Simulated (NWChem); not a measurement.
System: C₂H₇AlO; SMILES [CH3][Al]([CH3])[OH]

NWChem printed, in part:

```
             Northwest Computational Chemistry Package (NWChem) 7.3.0
             --------------------------------------------------------

                             Geometry "geometry" -> ""
                             -------------------------

 Output coordinates in angstroms (scale by  1.889725989 to convert to a.u.)

  No.       Tag          Charge          X              Y              Z
 ---- ---------------- ---------- -------------- -------------- --------------
    1 Al                  13.0000    -0.00344100     0.00622400     0.07078200
    2 C                    6.0000    -1.69277600    -0.11806600    -0.89429100
    3 H                    1.0000    -2.54808400    -0.20602000    -0.20664400
    4 H                    1.0000    -1.71057100    -0.98936300    -1.57089400
    5 H                    1.0000    -1.85990800     0.76977900    -1.52794300
    6 C                    6.0000     1.73920400     0.11566200    -0.81695700
    7 H                    1.0000     1.92567600    -0.79055500    -1.41929500
    8 H                    1.0000     2.58794200     0.23159900    -0.12445600
    9 H                    1.0000     1.76721300     0.96390700    -1.52256600
   10 O                    8.0000    -0.13104900     0.01242700     1.77911000
   11 H                    1.0000     0.60447500     0.07123800     2.39040700

 Effective nuclear repulsion energy (a.u.)     153.9206350640

                              NWChem Property Module
                              ----------------------

                                 NWChem DFT Module
                                 -----------------

 Summary of "ao basis" -> "ao basis" (spherical)
 ------------------------------------------------------------------------------
       Tag                 Description            Shells   Functions and Types
 ---------------- ------------------------------  ------  ---------------------
 Al                        def2-svpd                10       24   5s3p2d
 C                         def2-svpd                 8       20   4s2p2d
 H                         def2-svpd                 4        8   2s2p
 O                         def2-svpd                 9       23   4s3p2d

            General Information
            -------------------
          SCF calculation type: DFT
          Wavefunction type:  closed shell.
          No. of atoms     :    11
          No. of electrons :    40
           Alpha electrons :    20
            Beta electrons :    20
          Charge           :     0
          Spin multiplicity:     1
          Use of symmetry is: off; symmetry adaption is: off
          Maximum number of iterations: 150
          AO basis - number of functions:   143
                     number of shells:    63
          Convergence on energy requested:  1.00D-06
          Convergence on density requested:  1.00D-05
          Convergence on gradient requested:  5.00D-04

              XC Information
              --------------
                         B3LYP Method XC Potential
                     Hartree-Fock (Exact) Exchange  0.200
                        Slater Exchange Functional  0.800 local
                    Becke 1988 Exchange Functional  0.720 non-local
              Lee-Yang-Parr Correlation Functional  0.810
                  VWN I RPA Correlation Functional  0.190 local

             Grid Information
             ----------------
          Grid used for XC integration:  medium
          Radial quadrature: Mura-Knowles
          Angular quadrature: Lebedev.
          Tag              B.-S. Rad. Rad. Pts. Rad. Cut. Ang. Pts.
          ---              ---------- --------- --------- ---------
          Al                  1.25       88          10.0       590
          C                   0.70       49          11.0       434
          H                   0.35       45          13.0       434
          O                   0.60       49          11.0       434
          Grid pruning is: on
          Number of quadrature shells:   550
          Spatial weights used:  Erf1

      Superposition of Atomic Density Guess
      -------------------------------------

 Sum of atomic energies:        -395.23101062

      Non-variational initial energy
      ------------------------------

 Total energy =    -396.925463
 1-e energy   =    -848.748592
 2-e energy   =     297.902494
 HOMO         =      -0.341784
 LUMO         =      -0.013474

   convergence    iter        energy       DeltaE   RMS-Dens  Diis-err
 ---------------- ----- ----------------- --------- --------- ---------
 d= 0,ls=0.0,diis     1   -397.9158092150 -5.52D+02  1.71D-02  7.20D-01
 d= 0,ls=0.0,diis     2   -397.8041559900  1.12D-01  7.63D-03  1.93D+00
 d= 0,ls=0.0,diis     3   -397.9938089519 -1.90D-01  1.18D-03  3.80D-02
 d= 0,ls=0.0,diis     4   -397.9967821455 -2.97D-03  4.99D-04  6.70D-03
 d= 0,ls=0.0,diis     5   -397.9976549552 -8.73D-04  8.15D-05  1.34D-04
  Resetting Diis
 d= 0,ls=0.0,diis     6   -397.9976723606 -1.74D-05  1.60D-05  1.95D-06
 d= 0,ls=0.0,diis     7   -397.9976725844 -2.24D-07  8.02D-06  2.65D-07

         Total DFT energy =     -397.997672584376
      One electron energy =     -853.781071988429
           Coulomb energy =      342.608869331623
    Exchange-Corr. energy =      -40.746104991537
 Nuclear repulsion energy =      153.920635063967

 Numeric. integr. density =       39.999993449319

                       DFT Final Molecular Orbital Analysis
                       ------------------------------------

 Vector   18  Occ=2.000000D+00  E=-3.211653D-01
              MO Center= -9.6D-02,  1.6D-02,  1.7D+00, r^2= 1.0D+00
   Bfn.  Coefficient  Atom+Function         Bfn.  Coefficient  Atom+Function
  ----- ------------  ---------------      ----- ------------  ---------------
   118      0.594490  10 O  py              121      0.416497  10 O  py
   124      0.111671  10 O  py               10      0.082526   1 Al py
     7     -0.055511   1 Al py               16      0.054248   1 Al d -1
   117     -0.046739  10 O  px               30     -0.037551   2 C  py
    61     -0.035150   5 H  s                74     -0.033797   6 C  py

 Vector   19  Occ=2.000000D+00  E=-3.195696D-01
              MO Center= -3.6D-01, -1.6D-02,  4.7D-01, r^2= 3.6D+00
   Bfn.  Coefficient  Atom+Function         Bfn.  Coefficient  Atom+Function
  ----- ------------  ---------------      ----- ------------  ---------------
   119     -0.321947  10 O  pz              117      0.295712  10 O  px
   116     -0.244280  10 O  s                29     -0.236771   2 C  px
   120      0.200388  10 O  px               11      0.192651   1 Al pz
   122     -0.182243  10 O  pz                3     -0.172872   1 Al s
    31     -0.144963   2 C  pz               75     -0.144166   6 C  pz

 Vector   20  Occ=2.000000D+00  E=-2.748023D-01
              MO Center=  8.8D-02,  6.5D-03, -5.2D-01, r^2= 3.8D+00
   Bfn.  Coefficient  Atom+Function         Bfn.  Coefficient  Atom+Function
  ----- ------------  ---------------      ----- ------------  ---------------
    73      0.318747   6 C  px               29      0.299123   2 C  px
     9     -0.236084   1 Al px               76      0.168379   6 C  px
    75     -0.165697   6 C  pz               32      0.153801   2 C  px
    31      0.150991   2 C  pz              117      0.148899  10 O  px
     6      0.142875   1 Al px               12     -0.140938   1 Al px

 Vector   21  Occ=0.000000D+00  E=-2.088995D-02
              MO Center=  3.7D-01,  3.9D-02,  3.3D-01, r^2= 1.0D+01
   Bfn.  Coefficient  Atom+Function         Bfn.  Coefficient  Atom+Function
  ----- ------------  ---------------      ----- ------------  ---------------
     5      2.179466   1 Al s                 4     -0.670202   1 Al s
    28     -0.649684   2 C  s                70     -0.203162   6 C  s
    72     -0.186555   6 C  s                26     -0.168786   2 C  s
   115     -0.166975  10 O  s                14     -0.162901   1 Al pz
     3      0.155801   1 Al s                27     -0.155577   2 C  s

 Vector   22  Occ=0.000000D+00  E=-6.120730D-03
              MO Center=  4.2D-02,  8.7D-03, -4.4D-02, r^2= 4.0D+00
   Bfn.  Coefficient  Atom+Function         Bfn.  Coefficient  Atom+Function
  ----- ------------  ---------------      ----- ------------  ---------------
    13      0.893076   1 Al py               90      0.400534   7 H  s
   106     -0.388320   9 H  s                62     -0.355338   5 H  s
    54      0.338234   4 H  s                10      0.330206   1 Al py
   118     -0.196953  10 O  py                7     -0.183111   1 Al py
   121     -0.177302  10 O  py               89      0.113639   7 H  s

 Vector   23  Occ=0.000000D+00  E= 2.769998D-02
              MO Center=  1.0D-01,  1.4D-02,  5.5D-01, r^2= 1.2D+01
   Bfn.  Coefficient  Atom+Function         Bfn.  Coefficient  Atom+Function
  ----- ------------  ---------------      ----- ------------  ---------------
     4      3.638173   1 Al s                28     -3.420015   2 C  s
    72     -1.344399   6 C  s                54      1.236848   4 H  s
    62      1.211613   5 H  s                27     -1.182136   2 C  s
   125      1.077077  10 O  pz              116     -0.906712  10 O  s
    12     -0.883569   1 Al px              106      0.763706   9 H  s

     Multipole analysis of the density
     ---------------------------------

     L   x y z        total         alpha         beta         nuclear
     -   - - -        -----         -----         ----         -------
     0   0 0 0     -0.000000    -20.000000    -20.000000     40.000000

     1   1 0 0      0.480401      0.285378      0.285378     -0.090355
     1   0 1 0      0.033192     -0.187957     -0.187957      0.409105
     1   0 0 1     -0.181007     -0.944818     -0.944818      1.708628

     2   2 0 0    -26.012008   -124.158270   -124.158270    222.304532
     2   1 1 0     -0.198425     -7.244777     -7.244777     14.291129
     2   1 0 1      2.546194      0.480202      0.480202      1.585791
     2   0 2 0    -22.748159    -17.431127    -17.431127     12.114095
     2   0 1 1      0.159373     -0.751706     -0.751706      1.662785
     2   0 0 2    -25.227319   -100.278291   -100.278291    175.329263

 *** CALLING NEW AORESP DRIVER FOR CLOSED AND OPEN SHELLS ***
 Entering AOResponse driver routine

--------------------------------------------------------------------------------

          -----------------------------------------------
          Solving response equations for perturbing field
          -----------------------------------------------

 number of frequencies:     1
 frequency in a.u.:  0.7730000E-01
 Perturbing field: electric
 Using El. Dipole Length Gauge

 Setting up CPKS with frequency omega =      0.07730000 a.u.

                            NWChem Dynamic CPHF Module
                            --------------------------

    scftype = RHF
    nclosed =   20
      nopen =    0
  variables =     4920
  num. vecs =        3
  tolerance =   1.0D-04
  max. iter =   50

 SCF residual:    9.4788471531550027E-004

Iterative solution of linear equations
  No. of variables     4920
  No. of equations        3
  Maximum subspace       30
       Convergence  1.0D-04

   iter   nsub   residual    time
   ----  ------  --------  ---------
     1      3    2.11D+00      31.2
     2      6    1.93D+00      43.3
     3      9    8.02D-01      55.4
     4     12    3.92D-02      67.5
     5     15    1.21D-02      79.6
     6     18    5.06D-03      91.6
     7     21    7.60D-04     103.7
     8     24    6.99D-05     115.7

 Electric Dipole Response Matrix (nonzero elements):

              1        2        3
    1   66.4175   1.1218   0.1846
    2    1.1218  49.2079   0.1107
    3    0.1846   0.1108  58.7214

 ------------------------------------------
 average:        58.11560 + I       0.00000

 DFT Linear Response polarizability / au
 Frequency  =       0.0773000 / au
 Wavelength =     589.4353558 / nm
              X              Y              Z
 -----------------------------------------------
 X      66.4175474      1.1218345      0.1845788
 Y       1.1218456     49.2078663      0.1107409
 Z       0.1846019      0.1107846     58.7213739
 -----------------------------------------------
 Eigenvalues =      66.4950786     49.1340329     58.7176761
 Isotropic   =      58.1155959
 Anisotropic =      15.0622062
 -----------------------------------------------

 Magnetic Dipole Response Matrix (nonzero elements):
```

Level: B3LYP/def2-SVPD. Structure relaxed at the PBE0/def2-SVP level.

Write an input that gives this output.

This is not unique; one that fits is the input that was run:
```
start job
memory heap 200 mb stack 900 mb global 1100 mb
geometry units angstroms noautosym nocenter noautoz
  Al    -0.003441     0.006224     0.070782
  C     -1.692776    -0.118066    -0.894291
  H     -2.548084    -0.206020    -0.206644
  H     -1.710571    -0.989363    -1.570894
  H     -1.859908     0.769779    -1.527943
  C      1.739204     0.115662    -0.816957
  H      1.925676    -0.790555    -1.419295
  H      2.587942     0.231599    -0.124456
  H      1.767213     0.963907    -1.522566
  O     -0.131049     0.012427     1.779110
  H      0.604475     0.071238     2.390407
end
basis spherical
  * library def2-svpd
end
dft
  xc b3lyp
  iterations 150
end
property
  response 1 0.0773
end
task dft property
```
